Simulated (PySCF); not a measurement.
C6H5OS (charge -1).
Bonds: C1–C2 (double), C2–C3, C3–C4 (aromatic), C4–S5 (aromatic), S5–C6 (aromatic), C6–O7, C6–C8 (aromatic), C3–C8 (aromatic). Hydrogens: H9, H10 on C1; H11 on C2; H12 on C4; H13 on C8.

A PySCF run (density fitting, gas phase, GFN2-xTB geometry) gave HOMO 0.36 eV, LUMO 2.05 eV.

**Question.** Which of these levels was it?
A. mPW1PW91/3-21G
B. wB97X/3-21G
C. WP04/pcSseg-1
D. revPBE/aug-pcSseg-1
E. B3LYP/MINI

**Answer.** D. It is revPBE/aug-pcSseg-1. All candidates on this geometry:

| level and settings | kind | basis functions | SCF cycles | E (Eh) | HOMO (eV) | LUMO (eV) |
| --- | --- | --- | --- | --- | --- | --- |
| revPBE/aug-pcSseg-1, fitting basis def2-qzvpp-jkfit | GGA | 260 | 15 | -704.9049 | 0.36 | 2.05 |
| WP04/pcSseg-1 | global hybrid fitted to proton shifts | 168 | 17 | -716.0307 | -1.48 | 1.46 |
| B3LYP/MINI, energy threshold 1e-08 Eh | global hybrid | 49 | 11 | -700.6836 | -0.95 | 2.20 |
| mPW1PW91/3-21G, damping 0.1 at the start, DIIS from the seventh cycle | global hybrid | 86 | 24 | -701.3290 | 0.19 | 4.01 |
| wB97X/3-21G | range-separated hybrid | 86 | 15 | -701.2876 | -1.78 | 6.05 |

The nearest other candidate, by the summed differences of HOMO and LUMO, is B3LYP/MINI: its HOMO differs by -1.31 eV and its LUMO by +0.15 eV. Cycle counts include a coarse-grid stage where the run had one. WP04 was designed for NMR shieldings or shifts; total energies of different functionals aren't comparable. The HOMO energy is positive at mPW1PW91/3-21G and revPBE/aug-pcSseg-1; such an orbital is held in place by the finite basis.

Shape of the structure used: `[CH2:1]=[CH:2][c:3]1[cH:4][s:5][c:6]([O-:7])[cH:8]1`: C1–C2–C3–C4 180°.
